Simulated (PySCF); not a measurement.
Computed shifts of a molecule C₃H₂F₄, KT2/pcSseg-1 (PySCF), GIAO, gas phase, equivalent atoms averaged, in ppm (number of nuclei): ¹⁹F: -107.4 (3), -140.9 (1). ¹³C: 160.0 (1), 131.6 (1), 103.8 (1). ¹H: 7.60 (1), 5.70 (1). References: ¹⁹F against CFCl3 (σ = 127.1 ppm); ¹³C against TMS (σ = 185.1 ppm); ¹H against TMS (σ = 31.47 ppm), references at their B3LYP-D3(BJ)/def2-TZVP geometries, non-relativistic. Geometry optimised at ωB97X-D3(BJ)/def2-SVP. Other conformers were not sampled.

**Question.** Which structure fits?
(A) F/C=C(/F)C(F)F
(B) C=C(F)C(F)(F)F
(C) F/C=C/C(F)(F)F
(D) FC(F)=CC(F)F

**Answer.** C, F/C=C/C(F)(F)F
